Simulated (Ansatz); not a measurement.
Ansatz (a quantum-chemistry and plane-wave program) input (revPBE/def2-TZVPD):

Ansatz 0.2 input:
```yaml
crystal:
  periodic: [false, false, false]
  atoms:
    - {symbol: Mo, position_ang: [0.02119759, -0.04119140, -0.12523581]}
    - {symbol: O, position_ang: [-1.34009021, -1.01307945, 0.08900324]}
    - {symbol: O, position_ang: [-0.42953417, 1.51621963, -0.58878839]}
    - {symbol: F, position_ang: [1.47407737, -0.25500918, 1.02868722]}
basis:
  gaussian:
    orbitals: def2-TZVPD
hamiltonian:
  xc: {name: revPBE}
magnetization: {spin_polarized: true, initial_magnetization: 1}
output: {forces: true}
```

Output:

```
Functional definition: revPBE
integrals: 0.06 GiB planned
873 factors; their error is unknown
mean field: 0.64 GiB planned
mean field evaluation 1: about -8654.2765 eV, gradient 7.6e1 eV
mean field evaluation 2: about -8281.3895 eV, gradient 2.7e2 eV
mean field evaluation 4: about -8666.9342 eV, gradient 4.5e1 eV
mean field evaluation 8: about -8673.0068 eV, gradient 3.2e-1 eV
mean field evaluation 16: about -8673.0001 eV, gradient 6.3e-4 eV
mean field -8673.00006018 eV, -318.7268734410 hartree, gradient 2.8e-5 eV, S^2 0.755504; 0 other end points of the search recorded, 0 dependent functions left out
the calculation of the forces begins
reference -8673.00013539 eV, -318.7268762051 hartree; 20, 19 occupied and 140, 141 virtual orbitals, 873 factors
Total energy: -8673.00013539 eV, -318.7268762051 hartree
Atom 0 at     0.021198    -0.041191    -0.125236 Å, force     0.637906    -0.297035    -0.251466 eV/Å
Atom 1 at    -1.340090    -1.013079     0.089003 Å, force    -0.658292    -0.393718     0.133569 eV/Å
Atom 2 at    -0.429534     1.516220    -0.588788 Å, force    -0.258859     0.715806    -0.163757 eV/Å
Atom 3 at     1.474077    -0.255009     1.028687 Å, force     0.279245    -0.025053     0.281653 eV/Å
Dipole moment:     0.288774    -0.147527    -0.162580 e Å
```

The spin state was set by rule; other spins were not relaxed.
